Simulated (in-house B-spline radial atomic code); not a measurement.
Ce⁴⁺. Computed with a B-spline radial atomic code. Model: all-electron spherical atom, spin shells full or empty, radial basis limit, no spin-orbit coupling, Breit or QED, empty-state partial waves extrapolated as (l+1/2)^-4, RPA, G0W0 and static COHSEX of the highest shell as one setting changes (uncorrelated shells keep exact exchange).

Empty levels are discrete states of a finite basis, so the steps are uneven.

Given: element Ce; charge 4; filled core Kr; hamiltonian one-electron scalar X2C; mean-field start PBE0; highest l of empty states 9; nuclear rms radius 4.8771 fm; lowest nl shells left uncorrelated 9; highest mean-field shell 5p; box radius 11.96 bohr.

Shell: 4d 5 5, 5s 1 1, 5p 3 3 (electrons up and down).

```json
{"highest empty level kept (hartree)": "8.33", "RPA correlation energy (hartree)": "-0.325", "G0W0 level (eV)": "-66.267", "G0W0 minus most complete (meV)": "161.2", "COHSEX level (eV)": "-68.497", "linearised minus solved G0W0 (meV)": "-13.2"}
{"highest empty level kept (hartree)": "16.67", "RPA correlation energy (hartree)": "-0.34157", "G0W0 level (eV)": "-66.37", "G0W0 minus most complete (meV)": "58.3", "COHSEX level (eV)": "-68.793", "linearised minus solved G0W0 (meV)": "-13.9"}
{"highest empty level kept (hartree)": "29.17", "RPA correlation energy (hartree)": "-0.34851", "G0W0 level (eV)": "-66.412", "G0W0 minus most complete (meV)": "16.1", "COHSEX level (eV)": "-68.907", "linearised minus solved G0W0 (meV)": "-14.2"}
{"highest empty level kept (hartree)": "50", "RPA correlation energy (hartree)": "?", "G0W0 level (eV)": "?", "G0W0 minus most complete (meV)": "?", "COHSEX level (eV)": "?", "linearised minus solved G0W0 (meV)": "?"}
{"highest empty level kept (hartree)": "83.33", "RPA correlation energy (hartree)": "-0.35088", "G0W0 level (eV)": "-66.426", "G0W0 minus most complete (meV)": "2.1", "COHSEX level (eV)": "-68.965", "linearised minus solved G0W0 (meV)": "-14.3"}
{"highest empty level kept (hartree)": "150", "RPA correlation energy (hartree)": "?", "G0W0 level (eV)": "?", "G0W0 minus most complete (meV)": "?", "COHSEX level (eV)": "?", "linearised minus solved G0W0 (meV)": "?"}
{"highest empty level kept (hartree)": "250", "RPA correlation energy (hartree)": "-0.35117", "G0W0 level (eV)": "-66.428", "G0W0 minus most complete (meV)": "0.3", "COHSEX level (eV)": "-68.975", "linearised minus solved G0W0 (meV)": "-14.3"}
{"highest empty level kept (hartree)": "500", "RPA correlation energy (hartree)": "-0.35121", "G0W0 level (eV)": "-66.428", "G0W0 minus most complete (meV)": "0.1", "COHSEX level (eV)": "-68.976", "linearised minus solved G0W0 (meV)": "-14.3"}
{"highest empty level kept (hartree)": "1000", "RPA correlation energy (hartree)": "-0.35122", "G0W0 level (eV)": "-66.428", "G0W0 minus most complete (meV)": "0", "COHSEX level (eV)": "-68.976", "linearised minus solved G0W0 (meV)": "-14.3"}
{"highest empty level kept (hartree)": "2083.3", "RPA correlation energy (hartree)": "-0.35122", "G0W0 level (eV)": "-66.428", "G0W0 minus most complete (meV)": "0", "COHSEX level (eV)": "-68.976", "linearised minus solved G0W0 (meV)": "-14.3"}
{"highest empty level kept (hartree)": "5000", "RPA correlation energy (hartree)": "-0.35122", "G0W0 level (eV)": "-66.428", "G0W0 minus most complete (meV)": "0", "COHSEX level (eV)": "-68.976", "linearised minus solved G0W0 (meV)": "-14.3"}
{"highest empty level kept (hartree)": "16667", "RPA correlation energy (hartree)": "-0.35122", "G0W0 level (eV)": "-66.428", "G0W0 minus most complete (meV)": "0", "COHSEX level (eV)": "-68.976", "linearised minus solved G0W0 (meV)": "-14.3"}
```

(1) What follows for highest empty level kept = 150?

(2) What follows for highest empty level kept = 50?

## Answers

(1) RPA correlation energy -0.35109 hartree; G0W0 level -66.428 eV; G0W0 minus most complete 0.8 meV; COHSEX level -68.972 eV; linearised minus solved G0W0 -14.3 meV.

(2) RPA correlation energy -0.35037 hartree; G0W0 level -66.423 eV; G0W0 minus most complete 5.1 meV; COHSEX level -68.945 eV; linearised minus solved G0W0 -14.3 meV.
